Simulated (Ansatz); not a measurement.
Two isomers of CH4BrFOSi: A = `OC(Br)[SiH2]F`, B = `FCO[SiH2]Br`.

Calculated with Ansatz (gas phase, PBE0-D4/def2-TZVP geometries, no zero-point term in ΔE). CBS: MP2 limit from def2 TZ/QZ plus the TZ coupled-cluster correction, frozen cores. DFT in def2-TZVPP. B3LYP here is the variant with VWN-RPA as its local correlation; programs differ in this. For Br outer-core shells are correlated without core-valence functions, which leaves a few kJ/mol of doubt a bond. Scalar relativity is left out up to krypton. One conformer a species, not always the lowest.

Which is lower in electronic energy at CCSD(T)/CBS, and by how much? (An estimate is asked.)

Computed: B, by 15.3 kcal/mol.

Give E(B) − E(A) in kcal/mol with B3LYP-D4, PBE0-D4, PBE-D4, CCSD/def2-TZVPP, ωB97M-V, r2SCAN-D4, B2PLYP. (Estimate.)

The calculation gave: B3LYP-D4 -15.7, PBE0-D4 -16.1, PBE-D4 -14.0, CCSD/def2-TZVPP -16.6, ωB97M-V -16.6, r2SCAN-D4 -15.9, B2PLYP -16.0. None reverses the order clearly.

Largest T1 diagnostic: 0.010.

In def2-TZVPP, CCSD(T) changes the Hartree–Fock value by +6.4 kcal/mol (the triples alone add +0.9 kcal/mol) and MP2 by +6.8 kcal/mol. From PBE to PBE0 (25 % exact exchange), in def2-TZVPP and without D4, E(B) − E(A) moves by −2.0 kcal/mol.
